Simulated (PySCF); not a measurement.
## TPSS on Mg²⁺ (magnesium, charge +2)

Configuration: [Ne], closed-shell 1S. Computed with PySCF 2.14 in def2-TZVP (5s4p3d, 32 functions), with the non-relativistic Hamiltonian (point nucleus).

```json
{
 "Total energy": "-199.2503 hartree",
 "One-electron energy": "-270.9429 hartree",
 "Hartree (Coulomb) energy": "87.7683 hartree",
 "Exchange-correlation energy": "-16.0757 hartree",
 "Kinetic energy": "198.50078 hartree",
 "⟨S²⟩": "0.0000",
 "⟨L²⟩": "0.000",
 "Sum of ⟨r⟩": "5.751 bohr",
 "Sum of ⟨r²⟩": "4.779 bohr²",
 "Density at the nucleus (Gaussians lack the cusp)": "1050 bohr⁻³",
 "Langevin diamagnetic susceptibility": "-3.79 ×10⁻⁶ cm³/mol",
 "Time after the integrals": "0.4 s of wall time on 1 thread of Neoverse-N1 (shared host)"
}
```

| shell | electrons | mean orbital energy (eV) | rms radius, mean of both spins (bohr) |
| --- | --- | --- | --- |
| 1s | 2 | -1284.3 | 0.152 |
| 2s | 2 | -100.83 | 0.760 |
| 2p | 6 | -67.083 | 0.772 |
